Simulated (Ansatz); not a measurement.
`OBCCCl` + `CN([SiH2]O)[SiH2]F` → `BCCCl` + `CN([SiH2]F)[SiH](O)O`  (redistribution)

Computed with Ansatz on PBE0-D4/def2-TZVP structures; ΔE is electronic, products minus reactants. CCSD(T)/CBS is the MP2 limit (def2-TZVPP, def2-QZVPP) plus CCSD(T) − MP2 in def2-TZVPP, frozen cores. Functionals use def2-TZVPP. Each species was taken in one conformer, which may not be the lowest.

```json
{"level": "PBE0-D4", "ΔE (kcal/mol)": "9.4"}
{"level": "ωB97X-V", "ΔE (kcal/mol)": "8.3"}
{"level": "ωB97M-V", "ΔE (kcal/mol)": "8.2"}
{"level": "B2PLYP", "ΔE (kcal/mol)": "9.0"}
{"level": "PBE", "ΔE (kcal/mol)": "11.4"}
{"level": "PBE0", "ΔE (kcal/mol)": "9.9"}
{"level": "MP2/def2-TZVPP", "ΔE (kcal/mol)": "8.5"}
{"level": "MP2/CBS(def2)", "ΔE (kcal/mol)": "7.8"}
```

(1) What does CCSD(T)/CBS give? (An estimate is asked.)

Largest T1 diagnostic among the species: 0.012.

## Answers

(1) Computed: +8.1 kcal/mol. The listed levels differ from it by 1.3, 0.2, 0.1, 0.9, 3.3, 1.8, 0.4, -0.3 kcal/mol.

From PBE to PBE0 (25 % exact exchange), in def2-TZVPP and without D4, ΔE moves by −1.5 kcal/mol. In def2-TZVPP, CCSD(T) changes the Hartree–Fock value by +2.3 kcal/mol (the triples alone add +0.5 kcal/mol) and MP2 by +2.0 kcal/mol. The D4 term adds −1.0 kcal/mol with B3LYP and −0.5 kcal/mol with PBE0; it sums over pairs of atoms, weighted by their polarisabilities, and B3LYP, whose exchange is more repulsive, gets the larger term.

B3LYP here is the variant with VWN-RPA as its local correlation; programs differ in this.
